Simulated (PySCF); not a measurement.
TeBr2, SMILES Br[Te]Br.

Geometry optimised at B3LYP-D3(BJ)/def2-SVP. The def2 effective core potentials stand for the cores of Te; spin–orbit coupling is left out.

Computed with TDDFT-M06-2X/def2-SVPD (PySCF).

Vertical excitations. The molecule is in vacuum. State labels are in the subgroup C2v.

Computed lowest excited states:
```
state  symmetry  energy (eV)  λ (nm)      f                            main pairs
-----  --------  -----------  ------  -----  ------------------------------------
S1           B1         2.01     618  0.001                        HOMO→LUMO 99 %
S2           A2         2.21     562  0.000                      HOMO→LUMO+1 98 %
S3           B2         4.24     293  0.006  HOMO−1→LUMO 74 %, HOMO−3→LUMO+1 23 %
S4           A1         4.32     287  0.010  HOMO−3→LUMO 57 %, HOMO−1→LUMO+1 39 %
S5           A2         4.39     282  0.000                      HOMO−2→LUMO 91 %
S6           B1         4.75     261  0.002  HOMO−2→LUMO+1 66 %, HOMO−4→LUMO 32 %
S7           A1         4.98     249  0.005  HOMO−1→LUMO+1 58 %, HOMO−3→LUMO 41 %
S8           B1         5.44     228  0.000  HOMO−4→LUMO 66 %, HOMO−2→LUMO+1 32 %
S9           B2         5.60     221  0.138  HOMO−3→LUMO+1 69 %, HOMO−1→LUMO 20 %
S10          A2         5.72     217  0.000                    HOMO−4→LUMO+1 90 %
T1           B1         1.42     872      0                        HOMO→LUMO 97 %
T2           A2         1.65     750      0                      HOMO→LUMO+1 96 %
T3           B2         3.80     327      0  HOMO−1→LUMO 81 %, HOMO−3→LUMO+1 16 %
T4           A1         3.87     321      0  HOMO−3→LUMO 72 %, HOMO−1→LUMO+1 24 %
```
Triplets are in the Tamm–Dancoff approximation, which puts them higher than full response would, so one can lie above its singlet here.
